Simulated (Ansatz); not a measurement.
Wavefunction ladder for `[SH][GeH][Cl]` radical

Z-matrix (Å, degrees):
```
Ge
S 1 2.217
Cl 1 2.167 2 110.3
H 1 1.553 2 105.8 3 115.8
H 2 1.344 1 93.9 3 52.5
```

Total charge 0; spin multiplicity 2. Correlated methods include outer-core shells of Ge, which these sets cover unevenly. Scalar relativity is left out up to krypton. The geometry is a stationary point of PBE0-D4/def2-TZVP. It is one conformer, not always the lowest. Frozen core, unrestricted reference, Ansatz 0.2.0.

| basis | HF (Eh) | MP2 corr. |
| --- | --- | --- |
| def2-SVP | -2933.06884 | -0.47221 |
| def2-TZVPP | -2933.63400 | -0.59643 |
| def2-QZVPP | -2933.70011 | -0.89425 |

Task: Estimate the CCSD correlation energy and the (T) correction in each basis where they were run (hartree).

Result: 
| basis | CCSD corr. | (T) |
| --- | --- | --- |
| def2-SVP | -0.50147 | -0.01407 |
| def2-TZVPP | -0.63329 | -0.02755 |
